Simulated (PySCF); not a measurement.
C6H12O3, SMILES COCC(C)OC(C)=O.

Geometry optimised at B3LYP-D3(BJ)/def2-SVP. One conformer was computed; it need not be the lowest.

The numbers are results of TDDFT-PBE0/def2-SVP (PySCF), not measurements.

Vertical excitations. The molecule is in vacuum.

```csv
state,energy (eV),λ (nm),f,main pairs
S1,5.89,210,0.002,HOMO−1→LUMO 92 %
S2,7.08,175,0.000,HOMO→LUMO 94 %
S3,7.89,157,0.019,"HOMO→LUMO+1 79 %, HOMO−2→LUMO 12 %"
S4,7.96,156,0.115,HOMO−2→LUMO 80 %
S5,8.37,148,0.001,HOMO−4→LUMO 83 %
S6,8.64,144,0.040,"HOMO→LUMO+2 51 %, HOMO−1→LUMO+1 18 %, HOMO−1→LUMO+2 17 %"
S7,8.75,142,0.015,"HOMO−1→LUMO+1 46 %, HOMO→LUMO+2 26 %, HOMO−1→LUMO+2 17 %"
S8,8.85,140,0.017,"HOMO−1→LUMO+2 50 %, HOMO−1→LUMO+1 25 %, HOMO−3→LUMO 12 %"
S9,8.89,139,0.027,HOMO−3→LUMO 83 %
S10,8.94,139,0.015,"HOMO→LUMO+3 63 %, HOMO→LUMO+5 12 %, HOMO→LUMO+4 10 %"
T1,5.30,234,0,HOMO−1→LUMO 92 %
T2,6.03,206,0,"HOMO−2→LUMO 69 %, HOMO−5→LUMO 11 %"
T3,7.08,175,0,HOMO→LUMO 90 %
T4,7.52,165,0,HOMO→LUMO+1 80 %
```
Triplets are in the Tamm–Dancoff approximation, which puts them higher than full response would, so one can lie above its singlet here.
